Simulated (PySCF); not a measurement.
Al(Cl)(Me)(SeH) (CH4AlClSe), SMILES [CH3][Al]([Cl])[SeH].

The structure is a stationary point at B3LYP-D3(BJ)/def2-SVP. The structure was generated by enumeration; whether it is a known compound was not checked. Other conformers were not sampled.

Method: PBE0/def2-TZVP in PySCF.

Symmetry labels are those of the subgroup Cs that the program uses (full group Cs).

Computed valence orbital energies around the gap with their symmetry:
| orbital | symmetry | energy (eV) |
|---|---|---|
| HOMO−7 | A' | -11.54 |
| HOMO−6 | A" | -11.51 |
| HOMO−5 | A' | -10.90 |
| HOMO−4 | A' | -9.61 |
| HOMO−3 | A" | -9.41 |
| HOMO−2 | A' | -9.35 |
| HOMO−1 | A' | -8.24 |
| HOMO | A" | -7.45 |
| LUMO | A" | -0.85 |
| LUMO+1 | A' | -0.47 |
| LUMO+2 | A' | 0.05 |
| LUMO+3 | A' | 1.21 |
